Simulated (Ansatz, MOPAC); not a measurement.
Species: BNH₃ (charge +1, singlet). SMILES of the parent species: [BH]N

Atoms: B1, N2, H3, H4, H5. Bonds: B1-N2, B1-H3, N2-H4, N2-H5.

Bond lengths (Å) and angles (degrees) optimised at PM3 with MOPAC; PM6 with MOPAC; PM7 with MOPAC; MNDO with MOPAC; HF/3-21G with Ansatz (a program for electronic structure); B3LYP/6-31G* with Ansatz, each started from the B3LYP-D3(BJ)/def2-TZVP structure (Ansatz) of the last column. A row stands for all coordinates that are equal there. 6-31G* holds six Cartesian d functions. No wavenumbers were computed at MNDO, so these may be saddle points.

| coordinate | PM3 | PM6 | PM7 | MNDO | HF/3-21G | B3LYP/6-31G* | B3LYP-D3(BJ)/def2-TZVP |
|---|---|---|---|---|---|---|---|
| B1-N2 | 1.320 | 1.338 | 1.312 | 1.314 | 1.327 | 1.320 | 1.311 |
| B1-H3 | 1.141 | 1.165 | 1.156 | 1.155 | 1.160 | 1.173 | 1.168 |
| N2-H4 | 0.998 | 1.026 | 1.028 | 1.013 | 1.016 | 1.025 | 1.021 |
| N2-B1-H3 | 180.0 | 180.0 | 180.0 | 180.0 | 180.0 | 180.0 | 180.0 |
| B1-N2-H4 | 122.3 | 124.6 | 126.1 | 123.6 | 123.6 | 123.4 | 123.5 |
| H4-N2-H5 | 115.4 | 110.8 | 107.9 | 112.8 | 112.7 | 113.3 | 113.1 |

Mean signed difference of all 4 bond lengths from B3LYP-D3(BJ)/def2-TZVP: PM3 -0.017 Å, PM6 0.008 Å, PM7 0.000 Å, MNDO -0.007 Å, HF/3-21G -0.001 Å, B3LYP/6-31G* 0.005 Å.
